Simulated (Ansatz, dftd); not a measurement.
Species: AlH2Cl, charge 0, singlet. AlH2Cl (SMILES [AlH2][Cl]).
B3LYP-D3(BJ)/def2-TZVP minimum from Ansatz (an electronic-structure program):
```xyz
4

Al    -0.0103    -0.3579    -1.0120
H     -1.4022    -0.4710    -1.7277
H      1.3676    -0.7287    -1.6648
Cl     0.0099     0.3442     0.9734
```
Charge 0, spin multiplicity 1.

Property: atomisation energy (electronic, to ground-state atoms), in kcal/mol. Open shells are spin-unrestricted; no spin-orbit coupling. CBS(X,Y): correlation extrapolated as X^-3, Hartree-Fock from the larger set (Q,5: extrapolated as (X+1)exp(-9√X)). A bracket is a step between two methods taken in the basis named. The functionals are non-relativistic, so their misses hold any scalar relativity. Double hybrids freeze cores in their MP2 part. 'core' is core correlation in cc-pwCVTZ (1s frozen past Ne), 'X2C' scalar relativity in cc-pVTZ-DK, both at CCSD(T). For partners of very few electrons the exact lower level stands in for a higher one.

Compared with CCSD(T)/CBS(cc-pV(Q+d)Z,cc-pV(5+d)Z) + [CCSDT(Q) - CCSD(T)]/cc-pV(T+d)Z + [CCSDTQ - CCSDT(Q)]/cc-pV(D+d)Z + core + X2C (Ansatz).

Problem. Rank these levels by how close they come to it, closest first: PBE0/def2-TZVPD (Ansatz); r2SCAN/def2-TZVPD (Ansatz); wB97M-V/def2-TZVPD (Ansatz); B2GP-PLYP-D4/def2-TZVPD (Ansatz + dftd4).

Solution. r2SCAN/def2-TZVPD (247.8 kcal/mol, difference 0.0), wB97M-V/def2-TZVPD (248.1 kcal/mol, difference 0.3), B2GP-PLYP-D4/def2-TZVPD (243.2 kcal/mol, difference -4.6), PBE0/def2-TZVPD (240.7 kcal/mol, difference -7.1)
